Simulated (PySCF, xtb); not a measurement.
C3H6OSi, SMILES C1[C@@H]([SiH3])OC=1.

Coordinates come from a PBE-D3(BJ)/def2-SVP optimisation. The structure was generated by enumeration; whether it is a known compound was not checked.

The numbers are results of C-PCM-M06-2X/def2-SVP in PySCF, not measurements.

The values are the electrostatic part of the solvation free energy, E(continuum) − E(gas) at the gas-phase geometry, in a cavity of scaled van der Waals radii (PySCF's table); cavitation and dispersion terms are not included. In vacuum the orbital gap is 9.22 eV. The dipole moment in vacuum is 1.29 D.

```tsv
solvent	ε	ΔG(elec) (kcal/mol)	dipole (D)	gap (eV)
water	78.36	-3.3	1.71	9.27
ethanol	24.85	-3.2	1.70	9.27
diethylether	4.24	-2.5	1.59	9.26
```

For comparison, GFN2-xTB/ALPB(water) (xtb, at the GFN2-xTB geometry, all terms of that model) gives -0.4 kcal/mol.
